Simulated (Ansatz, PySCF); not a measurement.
C3H9NSi2, SMILES CC1=NC[SiH2][SiH2]1. Atoms are numbered in the order given.

```xyz
15

C      2.6164    -0.5517     0.0031
C      1.1290    -0.3903    -0.0937
N      0.4480    -1.2623    -0.7252
C     -0.9898    -1.1700    -0.8595
Si    -1.8060     0.3657    -0.0084
Si     0.2556     1.1250     0.7303
H      2.9328    -0.6058     1.0578
H      2.9330    -1.4650    -0.5203
H      3.1304     0.3190    -0.4366
H     -1.4292    -2.1033    -0.4662
H     -1.2327    -1.1830    -1.9364
H     -2.7670    -0.0260     1.0667
H     -2.5033     1.2530    -0.9878
H      0.4940     1.1399     2.2067
H      0.7610     2.4094     0.1545
```
Charge 0, spin multiplicity 1.

Geometry optimised at PBE0-D3(BJ)/def2-SVP. The structure was generated by enumeration, and PubChem lists no compound with its InChIKey, so it may never have been made. The values are those of a single conformer.

Two levels are set side by side: PBE-D3(BJ)/def2-SVP (Ansatz, an electronic-structure program) and PBE0-D3(BJ)/def2-SVP (Ansatz). Each level has its own optimised geometry; the coordinates shown are those of the second. Frequencies come from the Hessian of PySCF at each geometry. Differences are taken from unrounded values.

| quantity | PBE0-D3(BJ) |
|---|---|
| mean bond length (Å) | 1.460 |
| bond C1–C2 (Å) | 1.499 |
| bond C2–N3 (Å) | 1.274 |
| bond C2–Si6 (Å) | 1.933 |
| bond N3–C4 (Å) | 1.447 |
| bond C4–Si5 (Å) | 1.936 |
| bond Si5–Si6 (Å) | 2.318 |
| bond C1–H7 (Å) | 1.102 |
| bond C1–H8 (Å) | 1.099 |
| bond C1–H9 (Å) | 1.103 |
| bond C4–H10 (Å) | 1.104 |
| bond C4–H11 (Å) | 1.104 |
| bond Si5–H12 (Å) | 1.494 |
| bond Si5–H13 (Å) | 1.494 |
| bond Si6–H14 (Å) | 1.496 |
| bond Si6–H15 (Å) | 1.496 |
| highest harmonic wavenumber (cm⁻¹) | 3171 |
| mean harmonic wavenumber (cm⁻¹) | 1240 |
| zero-point energy (kcal/mol) | 69.12 |

Q: What does PBE-D3(BJ) give, and how far is it from PBE0-D3(BJ)? (Estimate from the structure and the level; the computed values follow.)

A: 
| quantity | PBE-D3(BJ) | PBE-D3(BJ) minus PBE0-D3(BJ) |
|---|---|---|
| mean bond length (Å) | 1.470 | 0.010 |
| bond C1–C2 (Å) | 1.506 | 0.007 |
| bond C2–N3 (Å) | 1.286 | 0.012 |
| bond C2–Si6 (Å) | 1.948 | 0.015 |
| bond N3–C4 (Å) | 1.455 | 0.008 |
| bond C4–Si5 (Å) | 1.954 | 0.018 |
| bond Si5–Si6 (Å) | 2.326 | 0.008 |
| bond C1–H7 (Å) | 1.111 | 0.008 |
| bond C1–H8 (Å) | 1.108 | 0.008 |
| bond C1–H9 (Å) | 1.111 | 0.008 |
| bond C4–H10 (Å) | 1.113 | 0.009 |
| bond C4–H11 (Å) | 1.113 | 0.009 |
| bond Si5–H12 (Å) | 1.505 | 0.010 |
| bond Si5–H13 (Å) | 1.505 | 0.010 |
| bond Si6–H14 (Å) | 1.506 | 0.011 |
| bond Si6–H15 (Å) | 1.506 | 0.011 |
| highest harmonic wavenumber (cm⁻¹) | 3078 | -93 |
| mean harmonic wavenumber (cm⁻¹) | 1196 | -44 |
| zero-point energy (kcal/mol) | 66.68 | -2.44 |

GGA bonds tend to be longer and softer than those of functionals with exact exchange. Differences between two approximate levels are no errors against the true value.
